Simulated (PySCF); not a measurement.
Ti(Cl)4(NH3) (Cl₄H₃NTi), SMILES [NH3]->[Ti]([Cl])([Cl])([Cl])[Cl], multiplicity 1. Atoms are numbered in the order given.

```xyz
9

Ti     0.0000     0.0000     0.0255
Cl     1.8824    -1.0868    -0.2839
Cl     0.0000     0.0000     2.2000
Cl     0.0000     2.1736    -0.2839
Cl    -1.8824    -1.0868    -0.2839
N      0.0000     0.0000    -2.2402
H      0.0000    -0.9555    -2.6003
H      0.8275     0.4778    -2.6003
H     -0.8275     0.4778    -2.6003
```
Charge 0, spin multiplicity 1.

The structure is a stationary point at ωB97X-D3(BJ)/def2-SVP. The multiplicity is an assumed one; other spin states were not compared.

The numbers are results of CAM-B3LYP/def2-TZVP run with PySCF, not measurements.

Atomic charges (e):

```json
[
 {"atom": "Ti1", "Löwdin": "-0.91", "meta-Löwdin": "1.21"},
 {"atom": "Cl2", "Löwdin": "0.14", "meta-Löwdin": "-0.37"},
 {"atom": "Cl3", "Löwdin": "0.18", "meta-Löwdin": "-0.33"},
 {"atom": "Cl4", "Löwdin": "0.14", "meta-Löwdin": "-0.37"},
 {"atom": "Cl5", "Löwdin": "0.14", "meta-Löwdin": "-0.37"},
 {"atom": "N6", "Löwdin": "-0.20", "meta-Löwdin": "-0.56"},
 {"atom": "H7", "Löwdin": "0.17", "meta-Löwdin": "0.26"},
 {"atom": "H8", "Löwdin": "0.17", "meta-Löwdin": "0.26"},
 {"atom": "H9", "Löwdin": "0.17", "meta-Löwdin": "0.26"}
]
```
